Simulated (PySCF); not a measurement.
Planning a shielding job on `C1(CC1)[SiH2]P[SiH3]`.

Method: GIAO PBE0/pcSseg-1 NMR shielding, non-relativistic, gas phase (PySCF 2.14.0, density-fitted response routines). Geometry: GFN2-xTB, MD frame at 250 fs, 600 K. Work: shieldings, ring-centre shieldings, density and orbital grids written, density fitting. The command runs a driver script over a list of jobs; the input below is this job's line of settings and its coordinates in Å.

Command:
```bash
OMP_NUM_THREADS=1 python probes_run.py task.json out
```

Input:
```
{"job": {"kind": "nmr", "xc": "PBE0", "basis": "pcSseg-1", "pop": false}, "charge": 0, "multiplicity": 1}
Si     2.996400    -0.524300     0.367500
P      1.045000     0.342900     1.057000
Si    -0.288400    -0.094800    -0.682800
C     -2.112700     0.532700    -0.314000
C     -2.918500     0.322900     0.896900
C     -2.100600     1.595600     0.810300
H      2.846000    -1.719300    -0.294300
H      3.784700    -0.802800     1.607100
H      3.564600     0.368900    -0.545700
H      0.598200    -0.880000     1.760300
H      0.029900     0.500000    -2.083000
H     -0.216700    -1.674300    -1.054300
H     -2.733000     0.852800    -1.143900
H     -4.074000     0.364700     0.901000
H     -2.672600    -0.483000     1.493300
H     -2.871800     2.395100     0.727400
H     -1.236100     1.867600     1.407500
```

Hardware: an Arm Neoverse V2 with one thread, no GPU (shared host). PySCF's memory limit was set to 1200 MB.

Task: How large is the basis?

Result: 178 functions for 72 electrons, with 994 fitting functions; the fitted three-index integrals, 994 × 178 × 179/2 numbers of 8 bytes, come to 120 MiB.

Task: Estimate the wall time.

Result: About 23 s. The SCF took 12 cycles.

Task: Estimate the peak memory.

Result: About 0.80 GiB. Peak memory is the resident size of the whole Python process, interpreter and libraries included.

Task: At this speed, how long would 20000 such jobs take on 16 cores, one job a core?

Result: 20000/16 gives 1250 rounds of 23 s, about 8.0 h of wall time and 130 core-hours, if the jobs don't slow each other.

The SCF part of the output:
```
coarse grid: 14952 points
cycle   1  E = -1040.5707328079  dE =  2.943e-01  |g| = 3.249e-01  |ddm| = 3.604e+00
cycle   2  E = -1040.5623114406  dE =  8.421e-03  |g| = 3.793e-01  |ddm| = 6.646e-01
cycle   3  E = -1040.6002725974  dE = -3.796e-02  |g| = 4.267e-02  |ddm| = 3.894e-01
cycle   4  E = -1040.6006843757  dE = -4.118e-04  |g| = 1.407e-02  |ddm| = 5.769e-02
cycle   5  E = -1040.6007289435  dE = -4.457e-05  |g| = 5.660e-03  |ddm| = 2.148e-02
cycle   6  E = -1040.6007373799  dE = -8.436e-06  |g| = 1.087e-03  |ddm| = 7.315e-03
final grid: 128496 points
cycle   7  E = -1040.6356017702  dE = -2.576e-05  |g| = 6.529e-03  |ddm| = 2.487e-02
cycle   8  E = -1040.6355955142  dE =  6.256e-06  |g| = 8.134e-03  |ddm| = 1.302e-02
cycle   9  E = -1040.6356126475  dE = -1.713e-05  |g| = 4.901e-04  |ddm| = 7.417e-03
cycle  10  E = -1040.6356126958  dE = -4.825e-08  |g| = 1.821e-04  |ddm| = 7.502e-04
cycle  11  E = -1040.6356127045  dE = -8.717e-09  |g| = 4.038e-05  |ddm| = 2.213e-04
cycle  12  E = -1040.6356127048  dE = -3.429e-10  |g| = 1.218e-05  |ddm| = 5.035e-05
converged SCF energy = -1040.6356127048
```

On the final grid dE counts from the start density on that grid.

Times come from a shared host and carry two figures at best.
